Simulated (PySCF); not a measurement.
**Shapes and spin states of ZrCl₂**

These are results of PySCF, PBE0, basis Zr def2-TZVP with ECP28, Cl def2-TZVP (scalar-relativistic core potentials, no spin–orbit coupling, density fitting), not measurements.

Relaxations began from a few typed shapes and spin states; open shells are unrestricted. The search is not exhaustive: other isomers or separated fragments can lie lower, and high-lying points may rest on an excited occupation.

Order these stationary points by electronic energy, lowest first, in kJ/mol from the lowest minimum.
A. triplet C2v: Zr–Cl 2.347 Å (×2); Cl–Zr–Cl 143.2°
B. singlet C2v: Zr–Cl 2.297 Å (×2); Cl–Zr–Cl 128.5°
C. triplet D∞h: Zr–Cl 2.361 Å (×2); Cl–Zr–Cl 180.0°
D. singlet D∞h: Zr–Cl 2.320 Å (×2); Cl–Zr–Cl 180.0°
E. broken-symmetry Ms = 0 (⟨S²⟩ 0.96) C2v: Zr–Cl 2.340 Å (×2); Cl–Zr–Cl 145.9°

A (0.0), C (3.3), E (16.6), B (68.4), D (81.5).

Which of them are minima?

By energy in kJ/mol, 0.0: minimum; 3.3: saddle point, 2 imaginary modes; 16.6: minimum; 68.4: minimum; 81.5: saddle point, 2 imaginary modes.

Formally Zr is in oxidation state +2, d2, with 2 unpaired electrons (the high-spin count). The Mulliken spin on Zr is 2.08. The polar-tensor charge on Zr, 1.19, is far below the formal one.

For the lowest minimum: open d and f shells are described by one determinant, and the ground state may have another occupation or spin.
